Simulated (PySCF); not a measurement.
Spinor energies of Pd(4+) (palladium, charge +4)

Start: [Kr] 4d6; 4d3/2 filled at m_j = -3/2, -1/2, +1/2, +3/2; 4d5/2 filled at m_j = +3/2, +5/2. Calculated with PySCF 2.14 in x2c-TZVPall-2c: generalised Hartree-Fock with the X2C-1e Hamiltonian and a Gaussian nucleus; one run each with spin-orbit coupling (SO) switched off, then screened by Boettger's factors.

```
spinor shell  electrons  ε, spin-free (eV)  ε, screened SO (eV)  weight of nominal j (screened SO)  rms radius, screened SO (bohr)
       1s1/2          2           -24535.7             -24533.9                              1.000                          0.0365
       2s1/2          2            -3718.1              -3717.5                              1.000                           0.150
       2p1/2          2            -3332.8              -3443.1                              1.000                           0.130
       3s1/2          2            -755.70              -755.52                              1.000                           0.403
       3p1/2          2            -625.85              -645.78                              1.000                           0.399
       3p3/2          4            -625.85              -616.50                              1.000                           0.409
       3d3/2          4            -419.91              -423.61                              0.976                           0.387
       3d5/2          6            -419.91              -417.23                              0.984                           0.390
       4s1/2          2            -162.96              -162.89                              1.000                           0.997
       4p1/2          2            -122.23              -129.24                              0.742                            1.08
       4p3/2          4            -122.23              -118.79                              0.871                            1.09
       4d3/2          4            -66.498              -66.318                              0.691                            1.34
       4d5/2          2            -66.498              -66.884                              0.876                            1.34
```

Where does 2p3/2 lie, and what is the 2p spin-orbit splitting (screened SO)?

At -3281.6 eV, 161.52 eV above 2p1/2.

```
   quantity    spin-free  screened SO
E (hartree)  -5038.60329  -5039.46918
        M_J            4            4
       ⟨J²⟩       20.004       20.010
       ⟨L²⟩        6.003        6.134
       ⟨S²⟩        6.001        5.937
```

Each row is a mean over spinors that exchange with the open shell spreads, by up to 11.206 eV (4p3/2).

Rows whose weight is well below 1 are mixtures of j = l ± 1/2: exchange outweighs spin-orbit coupling there, and the label is only the starting occupation.

Breit and QED terms are absent; they matter most for the inner s and p1/2 levels.

Densities and radii are taken from the X2C orbitals without a picture-change correction, which distorts them close to the nucleus.

Without spin-orbit coupling the j labels of p, d and f shells carry no meaning; the spin-free column gives the mean over the occupied spinors of each nl shell.
